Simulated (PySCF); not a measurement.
CH$_{4}$O, charge +1, doublet, at a GFN2-xTB geometry (a state made from the parent by changing its charge; the spin is typed, not shown lowest). Base run: PBE/3-21G (PySCF).

Input for PySCF:
```python
from pyscf import gto, scf, dft

mol = gto.Mole()
mol.atom = '''
    C    -0.082037    0.604932    0.114824
    O     0.060677   -0.683665   -0.174940
    H    -1.181986    0.862145    0.113912
    H     0.624829   -1.229700    0.412463
    H     0.439107    0.991989    0.997121
    H     0.124851    1.215294   -0.812918
'''
mol.basis = '3-21g'
mol.charge = 1
mol.spin = 1
mol.verbose = 4
mol.build()

mf = dft.UKS(mol)
mf.xc = 'pbe'
mf.kernel()
```

Variants of this job, named by their change:

```
change                                           ΔE vs base (µEh)  fitting functions
-----------------------------------------------  ----------------  -----------------
base                                                          0.0                  -
auxbasis = def2-tzvp-ri                                      -205                212
auxbasis = def2-universal-jkfit                              -125                224
auxbasis = cc-pvqz-jkfit                                    -44.9                416
auxbasis = def2-universal-jfit                               -285                142
auxbasis = default (with mf = mf.density_fit())              -125                224
auxbasis = even-tempered beta=2.0                           -3210                138
auxbasis = cc-pvtz-ri                                        -166                282
auxbasis = autoaux                                          -3053                179
auxbasis = cc-pvtz-jkfit                                    -77.0                278
```

A fitting set is made for a task (jfit for Coulomb, jkfit for Coulomb and exchange, ri for correlation) and for a family of orbital bases.

Open shells are given as the SCF converged; they aren't shown to be the lowest states, and a large step between rows can be another state.
